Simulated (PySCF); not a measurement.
Species: `C/C=P\c1ccccc1`. The columns A, B, C and D hold Mulliken, IAO, Hirshfeld and ESP-fitted charges (e) of one PBE0/pcSseg-1 density (PySCF), in a shuffled order. Coordinates in Å (GFN2-xTB); the density's dipole moment is (-0.05, 1.82, -0.45) D.

```csv
atom,x,y,z,A,B,C,D
C1,2.458,0.688,-0.280,-0.228,-0.528,-0.120,-0.423
C2,2.537,-0.752,0.089,-0.469,+0.021,-0.085,-0.368
P3,1.322,-1.868,0.365,+0.418,-0.332,+0.077,+0.340
C4,-0.196,-0.852,0.164,-0.467,+0.492,-0.053,-0.194
C5,-0.535,0.113,1.108,-0.014,-0.339,-0.047,-0.150
C6,-1.704,0.840,0.973,-0.069,-0.117,-0.047,-0.150
C7,-2.546,0.606,-0.102,-0.081,-0.176,-0.047,-0.151
C8,-2.221,-0.362,-1.038,-0.076,-0.115,-0.047,-0.149
C9,-1.056,-1.095,-0.902,-0.012,-0.351,-0.051,-0.149
H10,3.058,0.874,-1.172,+0.133,+0.162,+0.050,+0.157
H11,1.435,1.003,-0.470,+0.148,+0.163,+0.035,+0.155
H12,2.871,1.304,0.521,+0.132,+0.159,+0.049,+0.157
H13,3.545,-1.143,0.177,+0.147,+0.137,+0.041,+0.162
H14,0.123,0.291,1.947,+0.079,+0.189,+0.046,+0.151
H15,-1.959,1.589,1.708,+0.092,+0.145,+0.051,+0.154
H16,-3.459,1.174,-0.207,+0.092,+0.148,+0.051,+0.154
H17,-2.880,-0.548,-1.874,+0.093,+0.147,+0.051,+0.154
H18,-0.802,-1.856,-1.627,+0.080,+0.196,+0.046,+0.151
```

Task: Which column most likely holds the ESP-fitted charges?

Result: B. Σ q r misses the density's dipole by 0.03 D (B), 1.53 D (A), 1.79 D (C), 2.32 D (D). Charges fitted to the outside potential are the only set here that is tied to the molecule's multipoles.

Task: And the Hirshfeld charges?

Result: C. The mean sizes are 0.055 e (C), 0.157 e (A), 0.193 e (D), 0.218 e (B), and Hirshfeld charges are commonly the smallest of these schemes.

As computed, A = Mulliken, B = ESP-fitted, C = Hirshfeld, D = IAO. Hydrogens on carbon: Mulliken +0.08 to +0.15, ESP-fitted +0.14 to +0.20, Hirshfeld +0.03 to +0.05, IAO +0.15 to +0.16 e.

The Hirshfeld scheme weights the molecular density at each point by an atom's share of the summed free-atom densities. The IAO scheme projects the occupied orbitals on a minimal set of polarised atomic orbitals and counts the electrons in each atom's part of it.

One conformer (not necessarily the lowest) at the GFN2-xTB geometry, without solvent, vibrations or thermal averaging.

Shape of the structure used: `[CH3:1]/[CH:2]=[P:3]\[c:4]1[cH:5][cH:6][cH:7][cH:8][cH:9]1`: C2–P3–C4–C5 -70°.
